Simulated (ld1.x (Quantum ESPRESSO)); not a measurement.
**Varying the TM semilocal potential for germanium (Ge)**

Base potential:

```json
{
 "Element": "germanium (Ge)",
 "Generator": "ld1.x (Quantum ESPRESSO) 7.5",
 "Type": "norm-conserving Troullier–Martins (semilocal form)",
 "Functional": "LDA (PZ)",
 "Relativity": "scalar-relativistic",
 "Frozen core": "[Ar]",
 "Valence charge": "14",
 "Reference configuration": "3d10 4s2 4p2",
 "Partial waves": "4s (bound): rc 1.75 bohr; 3d (bound): rc 1.05 bohr; 4p (bound): rc 1.60 bohr",
 "Local potential": "the p channel",
 "Core correction": "none"
}
```

All-electron outer shells of the reference configuration (LDA (PZ), scalar-relativistic, ld1.x):

| shell | level (eV) | outermost node (bohr) | outermost maximum (bohr) |
| --- | --- | --- | --- |
| 3s | -167.73 | 0.26 | 0.54 |
| 3p | -115.38 | 0.23 | 0.54 |
| 3d | -29.55 | – | 0.50 |
| 4s | -11.95 | 0.77 | 1.73 |
| 4p | -4.05 | 0.82 | 2.19 |

Cutoffs, loose and tight: the cutoffs (Ry, on a coarse ladder) from which the occupation-weighted sum of valence levels, in a spherical-Bessel basis at the reference potential, stays within 10 and 1 mRy of its value at 400 Ry. They do not see the model core or the augmentation charge, which bear on the density cutoff. Test errors are all-electron minus pseudo excitation energies from the reference, over the configurations 3d10 4s2 4p1; 3d10 4s2 4p0; 3d10 4s1 4p0; 3d9 4s2 4p3; 3d9 4s2 4p2; 3d10 4s0 4p0; 3d10 4s0 4p4 (two spin-polarised tests are not counted in the largest error). A dash means not determined; rows that change the core or the reference have their own tests. The largest error is taken over the tests solved by every variant that gives reliable tests at all: 3d10 4s0 4p0; 3d10 4s0 4p4; 3d10 4s1 4p0; 3d10 4s2 4p0; 3d10 4s2 4p1; 3d9 4s2 4p2; 3d9 4s2 4p3.

Cutoffs are not given where the Bessel-basis levels miss the radial ones by over 6 mRy, ghosts where they miss by over 20 mRy; a channel whose overlap is not positive is not tested.

In the semilocal form every listed channel keeps its own potential, so the choice of the local channel does not act on these tests. It acts once the file is put into the separable form.

A semilocal file is local in each channel, so a ghost entry of none says nothing of the separable form that plane-wave codes build from it.

```tsv
change	outcome	cutoff, loose	cutoff, tight	bound ghosts	largest test error (meV)
base	generated	230 Ry	over 300 Ry	none	-374
local potential the s channel	generated	230 Ry	over 300 Ry	none	-374
functional PBE	generated	230 Ry	over 300 Ry	none	-382
wave 4s (bound): rc 1.75 bohr becomes 4s (bound): rc 1.68 bohr	generated	230 Ry	over 300 Ry	none	-378
wave 3d (bound): rc 1.05 bohr becomes 3d (bound): rc 0.74 bohr	generated	–	–	not determined	-374
form changed from semilocal to separable (Kleinman–Bylander), still TM; local potential all-electron potential smoothed inside 1.70 bohr (lloc = -1)	generated	230 Ry	over 300 Ry	none	-391
core [Ar] 3d10, valence charge 4; reference 4s2 4p0; waves now 4p (bound): rc 1.35 bohr; 4s (bound): rc 1.20 bohr; local potential the s channel	generated	55 Ry	230 Ry	none	+142
all radii scaled by about 1.37 (s 2.40, p 2.20, d 1.44 bohr)	generated	160 Ry	260 Ry	none	-124
wave 4p (bound): rc 1.60 bohr becomes 4p (bound): rc 2.08 bohr	generated	230 Ry	over 300 Ry	none	-420
local potential the d channel	generated	230 Ry	over 300 Ry	none	-374
```
